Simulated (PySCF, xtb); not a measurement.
C₃H₉FInN, SMILES C[N](C)[In]([CH3])[F]. The values are those of a single conformer.

Harmonic wavenumbers (cm⁻¹) from GFN2-xTB in xtb 6.7.1 at its own minimum, in rising order: 22, 53, 53, 68, 82, 186, 195, 266, 270, 314, 368, 399, 453, 621, 632, 939, 1028, 1055, 1114, 1127, 1167, 1204, 1393, 1400, 1403, 1407, 1452, 1464, 1469, 1480, 2832, 2833, 2923, 2927, 2939, 2941, 3006, 3030, 3038.

Problem. What does PBE-D3(BJ)/def2-SVP (PySCF) give at its own minimum? (An estimate is asked for; the answer gives what the named calculation found.)

Solution. 40, 69, 70, 91, 113, 124, 241, 249, 279, 284, 478, 524, 561, 706, 724, 978, 1055, 1075, 1110, 1135, 1222, 1238, 1377, 1380, 1381, 1390, 1399, 1409, 1426, 1447, 2867, 2876, 2908, 2924, 2999, 3024, 3052, 3118, 3124. Paired by order, the mean absolute difference is 43 cm⁻¹ and the zero-point energies are 70.8 and 72.1 kcal/mol.
